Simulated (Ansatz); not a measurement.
Pulling on the Al1–H2 bond in CH6AlN (SMILES [CH3][AlH][NH2]) (multiplicity 1 held, fragments rigid). Energies count from the point at 1.581 Å.
Geometry at that point (charge 0, multiplicity 1):
```xyz
9

Al    -0.2745    -0.2812    -0.3303
H     -1.1231    -1.1223    -1.3657
C      0.1400     1.6144    -0.5556
H      0.6936     1.7892    -1.4830
H      0.7370     2.0150     0.2668
H     -0.7739     2.2122    -0.6237
N      0.3128    -1.1502     1.1003
H      0.8635    -0.7469     1.8423
H      0.1416    -2.1260     1.2883
```

Restricted levels (R-, RO-) in cc, def2 and unpolarised 6-31G sets keep to the state of the molecule at rest. U- levels take the lowest unrestricted solution at each point, which mixes spins at long bonds. Levels need not reach the same state.

Frozen-core correlation.

The values were computed with Ansatz (Gaussian orbitals). 

Task: One of these levels gives 6.741 eV for the energy at R = 5.059 Å. Name it.
A. R-HF/cc-pV(D+d)Z
B. R-SCS-MP2/cc-pV(D+d)Z
C. U-HF/cc-pV(D+d)Z
D. U-MP2/cc-pV(D+d)Z

Result: A, R-HF/cc-pV(D+d)Z. The others give 3.026 (U-HF/cc-pV(D+d)Z), 3.593 (U-MP2/cc-pV(D+d)Z), 4.897 (R-SCS-MP2/cc-pV(D+d)Z)

Doubts at one or more of the structures used: a restricted determinant that unrestricted orbitals would lower (R-HF/cc-pV(D+d)Z, R-SCS-MP2/cc-pV(D+d)Z); a spin-contaminated determinant (U-HF/cc-pV(D+d)Z, U-MP2/cc-pV(D+d)Z).

Ansatz is an electronic-structure program.
